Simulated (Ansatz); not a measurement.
A made-up structure of SiH₃SeO (charge +1), closed shell:

```
6
angstrom
O -0.8445 -1.5462 -0.0697
Se -0.4507 -0.3593 1.1890
Si 0.7521 0.9316 -0.0823
H -1.8071 -1.6603 -0.0996
H -0.5675 0.1765 2.5959
H 1.4805 2.0304 0.5762
```

It is relaxed with PBE-D4/def2-SVP and then PBE0-D4/def2-TZVP (Ansatz 0.2.0). Atoms count as bonded within 1.22 times the sum of their covalent radii (H–H: 0.88 Å). The end point is not checked to be a true minimum.

Task: Does its bonding change? (Judge from chemistry; the calculation decides.)

Result: By the calculation: No: no bond forms or breaks.

Where it ends: The first stage lowers the energy by 2.54 eV in 13 steps. It ends as SiH₃SeO ([OH][SeH][SiH]), total charge +1:
```
6
angstrom
O -1.0352 -1.7115 0.5145
Se 0.1527 -0.6206 1.1944
Si 0.5107 1.2192 -0.3574
H -1.6083 -1.2834 -0.1384
H -0.7237 0.2557 2.0232
H 1.2667 1.7132 0.8732
```

Labels in which every atom is bracketed show which atoms are joined, not bond orders.

For scale, one of the runs: PBE0-D4/def2-TZVP relaxation, 134 basis functions, launched by `ansatz run in.yaml --threads 2 --pin off --events-out ev --progress --plain --max-ram 4352MiB`. The run took about 21 s on 2 CPU threads of an Arm Neoverse V2 (shared host).
